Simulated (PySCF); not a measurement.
**C6H5FNO: g tensor and hyperfine couplings**

C6H5FNO (doublet state).
Structure used (GFN2-xTB), in Å, numbered top down from 1:
```xyz
14
C6H5FNO angstrom
N     -2.729   -1.754    0.412
C     -1.830   -1.052    0.498
C     -0.705   -0.158    0.581
C     -1.028    1.153   -0.171
C     -0.153    1.591   -1.030
O      1.063    1.147   -1.323
C      1.583    0.250   -0.384
F      1.958    0.935    0.746
C      0.552   -0.814   -0.008
H     -0.542    0.111    1.633
H     -1.965    1.630    0.044
H      2.499   -0.173   -0.816
H      0.998   -1.502    0.712
H      0.298   -1.365   -0.916
```

The hyperfine couplings belong to this conformer and change with its torsions.

Identity: `N#C[C@@H]1C=[C]O[C@@H](F)C1` [radical].

The calculation used PySCF, UKS B3LYP, pcH-1 on C F H N O, non-relativistic, mean-field spin-orbit, GIAO. Isolated species at its GFN2-xTB geometry (one conformer only). The geometry wasn't refined by DFT: couplings that depend on bond lengths, twists or pyramidal angles can differ widely from those at the functional's own minimum. No stability test was run, so a lower SCF solution isn't excluded.

```
g1, g2, g3        : 2.00167, 2.00209, 2.00370
g_iso             : 2.00249
Form of g         : rhombic: the two nearest values differ by 21 % of g3 − g1
⟨S²⟩              : 0.7574 (exact 0.7500)
α and β electrons : 33, 32
```

Isotropic coupling and dipolar principal values T1 to T3, in MHz:

```
atom  isotope   a_iso     T1     T2     T3  Mulliken spin population
  N1      14N     0.3   -0.5   -0.5    1.1                      0.01
  C2      13C    -5.6   -0.9   -0.4    1.3                     -0.01
  C3      13C    49.2   -7.6   -6.7   14.3                      0.07
  C4      13C    56.9  -20.2   -2.3   22.6                     -0.11
  C5      13C   537.6  -76.6  -55.7  132.3                      0.94
  O6      17O  -133.2  -20.4    8.7   11.7                      0.03
  C7      13C    29.1   -6.9   -6.2   13.1                      0.04
  F8      19F     5.0   -7.5   -6.7   14.1                      0.00
  C9      13C    -5.1   -1.1   -0.5    1.6                      0.00
 H10       1H    -2.0   -3.9   -0.9    4.8                      0.00
 H11       1H    42.5   -7.7   -5.2   12.9                      0.02
 H12       1H     2.0   -4.0   -1.8    5.9                      0.00
 H13       1H    12.3   -1.6   -1.0    2.6                      0.00
 H14       1H     1.4   -2.1   -1.9    4.0                      0.00
```

The Mulliken spin populations are largest on C5 (+0.94), C4 (-0.11) and C3 (+0.07). C5 is the only atom above +0.15.

Axes: g2 points within 8° of the C3–C4 bond.

Under fast tumbling the dipolar parts average out, and these isotropic splittings remain: 1 × 1H (H11, I = 1/2, 2 lines) with 1.52 mT, 1 × 1H (H13, I = 1/2, 2 lines) with 0.44 mT, 1 × 19F (F8, I = 1/2, 2 lines) with 0.18 mT, 1 × 1H (H10, I = 1/2, 2 lines) with 0.07 mT, 1 × 1H (H12, I = 1/2, 2 lines) with 0.07 mT and 1 × 1H (H14, I = 1/2, 2 lines) with 0.05 mT.

The 13C coupling of C5 (537.6 MHz) shows only in satellite lines or after enrichment, since that isotope makes up about 1.07 % of natural carbon.

The 17O coupling of O6 (-133.2 MHz) shows only in satellite lines or after enrichment, since that isotope makes up about 0.038 % of natural oxygen.

β density exceeds α density at some nuclei, such as C2 (-0.0050) and C9 (-0.0045), spin density in bohr⁻³. In a single determinant that takes different orbitals for the two spins, that is spin polarisation.
